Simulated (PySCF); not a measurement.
SMILES F[SiH2]S[SiH2]F, CAM-B3LYP/def2-SVP optimised geometry.

```
9

Si    -0.79    -0.43     0.00
F     -1.35     1.09     0.00
S      1.35    -0.43     0.00
Si     1.71     0.01     2.06
F      1.67    -1.34     2.94
H     -1.32    -1.09     1.22
H     -1.21    -1.09    -1.25
H      0.67     0.92     2.59
H      3.08     0.58     2.14
```

Density from CAM-B3LYP/def2-TZVP (PySCF 2.14.0) at that geometry.

Minimum of the electron density along straight lines between bonded atoms, close to the bond critical point (lines longer than 1.1 times the sum of covalent radii, or with two minima, are not listed):

```json
[
 {"bond": "Si1–F2", "length / Å": "1.618", "ρ at the minimum / e bohr⁻³": "0.133", "∇²ρ there / e bohr⁻⁵": "0.91", "position (fraction from the first atom)": "0.42"},
 {"bond": "Si1–S3", "length / Å": "2.135", "ρ at the minimum / e bohr⁻³": "0.101", "∇²ρ there / e bohr⁻⁵": "0.08", "position (fraction from the first atom)": "0.36"},
 {"bond": "S3–Si4", "length / Å": "2.135", "ρ at the minimum / e bohr⁻³": "0.101", "∇²ρ there / e bohr⁻⁵": "0.08", "position (fraction from the first atom)": "0.64"},
 {"bond": "Si4–F5", "length / Å": "1.618", "ρ at the minimum / e bohr⁻³": "0.133", "∇²ρ there / e bohr⁻⁵": "0.91", "position (fraction from the first atom)": "0.42"},
 {"bond": "Si1–H6", "length / Å": "1.480", "ρ at the minimum / e bohr⁻³": "0.128", "∇²ρ there / e bohr⁻⁵": "0.13", "position (fraction from the first atom)": "0.49"},
 {"bond": "Si1–H7", "length / Å": "1.478", "ρ at the minimum / e bohr⁻³": "0.128", "∇²ρ there / e bohr⁻⁵": "0.12", "position (fraction from the first atom)": "0.49"},
 {"bond": "Si4–H8", "length / Å": "1.480", "ρ at the minimum / e bohr⁻³": "0.128", "∇²ρ there / e bohr⁻⁵": "0.13", "position (fraction from the first atom)": "0.49"},
 {"bond": "Si4–H9", "length / Å": "1.477", "ρ at the minimum / e bohr⁻³": "0.128", "∇²ρ there / e bohr⁻⁵": "0.12", "position (fraction from the first atom)": "0.49"}
]
```
